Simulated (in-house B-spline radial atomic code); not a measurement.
A fraction x of an electron is removed from 4d in the indium ion In⁴⁺, starting from [Kr] 4d9 and keeping the highest spin. Computed with an all-electron radial atomic-structure program (B-spline basis): scalar-relativistic (X2C) PW91, spin-polarised, spherical fractional occupations, Fermi nucleus of rms radius 4.6156 fm.

```
   x  E(x) - E(0) (eV)  4d down level (eV)
   0            0.0000             -64.743
0.08            5.2350             -66.133
 0.2           13.2966             -68.230
0.31           20.9082             -70.165
0.41           28.0131             -71.935
 0.5           34.5593             -73.537
0.55           38.2585             -74.430
0.73           51.9466             -77.665
0.85           61.3968             -79.839
0.94           68.6560             -81.479
   1           73.5776             -82.576
```

The exact functional would give a straight line between the two integer points. Deviations E(x) - E(0) - x[E(1) - E(0)], in eV: -0.651 at x = 0.08, -1.419 at x = 0.2, -1.901 at x = 0.31, -2.154 at x = 0.41, -2.23 at x = 0.5, -2.209 at x = 0.55, -1.765 at x = 0.73, -1.144 at x = 0.85, -0.507 at x = 0.94.

The curve lies below the straight line by up to 2.23 eV (at x = 0.5): convex, the delocalisation error that favours fractional charges.

Q: How well does Slater's transition state (minus the level at half occupation) give the ionisation energy?

A: It gives 73.537 eV against 73.578 eV from the two total energies; NIST lists 69.30 eV, ground level to ground level.
